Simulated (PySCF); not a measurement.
Hydrogen selenide, H2Se.
InChI=1S/H2Se/h1H2

Computed with PBE0-D3(BJ)/def2-SVP geometry optimisation, gas phase (PySCF 2.14.0).

Take the most abundant isotopes and a rigid rotor. 

Task: What are A, B and C (MHz)?

Result: Ia = 2.08, Ib = 2.22, Ic = 4.30 u·Å²; 505379 MHz·u·Å²/I gives A = 243423, B = 227227, C = 117523 MHz.

Task: Classify the top.

Result: An asymmetric top: κ = (2 × 227227 − 243423 − 117523)/(243423 − 117523) = 0.74.

Task: Predict some low-J microwave lines.

Result: The dipole components are |μa| = 0.00 D, |μb| = 0.96 D, |μc| = 0.00 D; the symmetry axis of this C2v structure is b, so μa and μc vanish by symmetry and there are no a-type or c-type lines. Some lines, for components of 0.1 D or more:

| type | branch | J(Ka,Kc) | MHz | lower level (cm⁻¹) |
| --- | --- | --- | --- | --- |
| b | Q | 3(3,1) ← 3(2,2) | 402985 | 78.477 |
| b | Q | 5(3,2) ← 5(2,3) | 552792 | 199.734 |
| b | R | 2(0,2) ← 1(1,1) | 578133 | 12.040 |
| b | Q | 4(3,2) ← 4(2,3) | 594329 | 121.493 |
| b | Q | 4(1,3) ← 4(0,4) | 821148 | 94.077 |
| b | Q | 4(2,3) ← 4(1,4) | 821890 | 94.078 |
| b | R | 4(0,4) ← 3(1,3) | 1057676 | 58.797 |
| b | R | 4(2,3) ← 3(1,2) | 1297778 | 78.204 |
| b | R | 4(4,1) ← 3(3,0) | 1841594 | 94.469 |
| b | R | 5(3,2) ← 4(4,1) | 1866972 | 155.898 |
| b | R | 4(2,2) ← 3(1,3) | 2450019 | 58.797 |
| b | R | 5(4,1) ← 4(3,2) | 2597116 | 141.318 |

Task: Estimate the classical rotational partition function at 100 K.

Result: Point group C2v, symmetry number σ = 2; q = (√π/σ)·√((kT/h)³/(ABC)), k/h = 20836.6 MHz/K: 33.1 at 100 K.

Stationary, but not proved a minimum. Constants of a rigid frame at the computed geometry: no zero-point averaging, no centrifugal distortion.
